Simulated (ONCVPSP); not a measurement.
indium: excitation energies, all-electron against ONCV

ONCVPSP 4.0.1 input, shortened (lines: element, Z, core and valence counts, functional; n l f; lmax; l rc ep ncon nbas qcut; lloc lpopt rc5 dvloc0; l nproj debl; icmod fcfact rcfact), BLYP, scalar-relativistic:

```
  In 49.00    6    4  -106131      upf
    1    0    2.00
    2    0    2.00
    2    1    6.00
    3    0    2.00
    3    1    6.00
    3    2   10.00
    4    0    2.00
    4    1    6.00
    4    2   10.00
    5    0    1.00
    2
    0    1.45    0.00    4    8    7.20
    1    1.30    0.00    4    7   13.40
    2    1.10    0.00    4    7    8.90
    4    5    0.85    2.00
    0    3    0.60
    1    2    3.20
    2    2    1.40
    3    1.75    1.65
```

In the s channel the program set the typed energies aside and used -5.054, -0.875, 0.250 Ha. In the p channel the program set the typed energies aside and used -3.528, 0.250 Ha.

Energies are relative to the spin-unpolarised reference configuration 4s2 4p6 4d10 5s1; without spin polarisation the order of configurations can differ from experiment.

**Question.** Give the all-electron excitation energy and the error of the potential for: 4s2 4p6 4d10 5s2 5p1; 4s2 4p6 4d10 5s2; 4s2 4p6 4d10 5s0; 4s2 4p6 4d10 5s1 5p2.

**Answer.**

```csv
valence configuration,charge,ΔE all-electron (eV),error AE − PS (meV)
4s2 4p6 4d10 5s2 5p1,0,-24.679,+3.1
4s2 4p6 4d10 5s2,+1,-19.322,+1.7
4s2 4p6 4d10 5s0,+3,28.535,-8.0
4s2 4p6 4d10 5s1 5p2,0,-18.812,+3.9
```
